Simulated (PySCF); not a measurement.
A GIAO shielding run with PySCF 2.14 (density fitting, non-relativistic, gas phase) on SMILES C#[C][Al]([CH3])[C]#C, C5H5Al:

```
$ OMP_NUM_THREADS=1 python probes_run.py task.json out

{"job": {"kind": "nmr", "xc": "PBE", "basis": "pcSseg-2", "pop": false}, "charge": 0, "multiplicity": 1}
C      1.771992     2.510196     0.313864
C      1.078613     1.517694     0.150453
Al    -0.048208    -0.010036    -0.080163
C     -1.973872     0.186746    -0.230018
C      0.797843    -1.721826    -0.184358
C      1.330279    -2.819178    -0.254683
H      2.390645     3.379844     0.453381
H     -2.505942    -0.763537    -0.069406
H     -2.238122     0.546759    -1.239758
H     -2.365635     0.932403     0.480771
H      1.801202    -3.785005    -0.316394
```

Hardware: 1 thread of an Arm Neoverse V1, shared host.

**Question.** How large is the calculation?

**Answer.** 48 electrons, 293 basis functions and 803 auxiliary functions.

**Question.** How long does it take, and how much memory does it need?

**Answer.** 44 s of wall time, with 15 SCF cycles; peak memory 0.92 GiB. Times on a shared host scatter by some tens of per cent.

**Question.** And these other runs on the same molecule and hardware: GIAO shielding at B3LYP/pcSseg-2; GIAO shielding at B97-D/pcSseg-2; GIAO shielding at BLYP/pcSseg-2; GIAO shielding at BP86/pcSseg-2; GIAO shielding at HF/pcSseg-2; GIAO shielding at KT2/pcSseg-2?

**Answer.** B3LYP/pcSseg-2: 293 functions, 41 s; B97-D/pcSseg-2: 293 functions, 49 s; BLYP/pcSseg-2: 293 functions, 43 s; BP86/pcSseg-2: 293 functions, 43 s; HF/pcSseg-2: 293 functions, 19 s; KT2/pcSseg-2: 293 functions, 46 s.
